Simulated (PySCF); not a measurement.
# Simulated characterisation data

PySCF 2.14.0 with density-fitted response routines calculation with shielding tensors at PBE0/pcSseg-1 (GIAO) and coordinates at the GFN2-xTB level; non-relativistic Hamiltonian, gas phase, fast rotation and ring inversion assumed for equivalent nuclei, a single conformation.

References, each an isolated molecule treated in the same way: ¹H (σ = 31.72 ppm), ¹³C (σ = 186.93 ppm) vs TMS. Splittings of carbon signals by F and P are missing where no couplings were computed. Where no couplings were computed, multiplicities follow the n + 1 count of equivalent neighbours, and m marks all less simple cases (inequivalent or close neighbours, rings, F or P nearby). Shifts are as computed. Against solution values, carbons near 30 ppm lie about +3 ppm off and those near 130 ppm about +5 ppm. Of 1309 compounds with measured shifts, 239 miss one by over three times the rms of a fit or turn the order of signals round; such compounds aren't used in these exercises.

**1.** SMILES CC([SiH3])([SiH3])OC(F)(F)F, C$_{3}$H$_{9}$F$_{3}$OSi$_{2}$. ¹H NMR (500 MHz, computed): δ 4.11 (s, 6H), 1.90 (s, 3H). ¹³C{¹H} NMR (computed): δ 132.3, 72.9, 25.6.

**2.** `C=C(C)/C=N/[SiH2]C(=C)C`, C$_{7}$H$_{13}$NSi. ¹H NMR (500 MHz, computed): δ 8.88 (s, 1H), 6.33 (br s, 1H), 6.17 (br s, 1H), 5.80 (br s, 1H), 5.51 (br s, 1H), 5.29 (s, 2H), 2.08 (s, 3H), 2.03 (s, 3H). ¹³C{¹H} NMR (computed): δ 178.8, 156.4, 149.4, 135.4, 134.8, 25.9, 20.9.

**3.** SMILES FC(F)(F)COC([SiH3])[SiH3], C$_{3}$H$_{9}$F$_{3}$OSi$_{2}$. ¹H NMR (500 MHz, computed): δ 4.02 (d, 6H), 3.88 (m, 2H), 3.66 (sept, 1H). ¹³C{¹H} NMR (computed): δ 134.3, 73.4, 62.8.
